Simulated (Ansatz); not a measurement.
```xyz
8

C     0.0095   -0.0221   -0.8034
C     0.0330   -0.0221    0.7899
H    -0.0065   -0.9748   -1.1584
H    -0.8928    0.5155   -1.1156
H     0.8813    0.5612   -1.1719
H    -0.0147    1.0278    1.2128
H    -0.9313   -0.5094    1.1877
H     0.8981   -0.5601    1.1574
```

Basis set: STO-3G (spherical functions). Frozen core: 2 orbitals. Charge 0, multiplicity 1.

Computed with Ansatz (development build ahead of 0.2.0); each method stands on the lowest determinant of its kind that the runs found. Restricted open shells among the atoms or ions are ROHF, correlated in semicanonical orbitals with singles.

Question: Give the atomization energy at this shape (free ground-state atoms in the same class of orbitals less the molecule, no zero-point energy) of singlet C2H6 by RHF-MP2, RHF.

Answer:

| method | atomization energy |
| --- | --- |
| RHF-MP2 | 32.25 eV |
| RHF | 29.81 eV |

Caution: the shape is not the minimum.

This basis has no polarisation functions and is too small for such energies, which can lie far from measured ones in either direction.
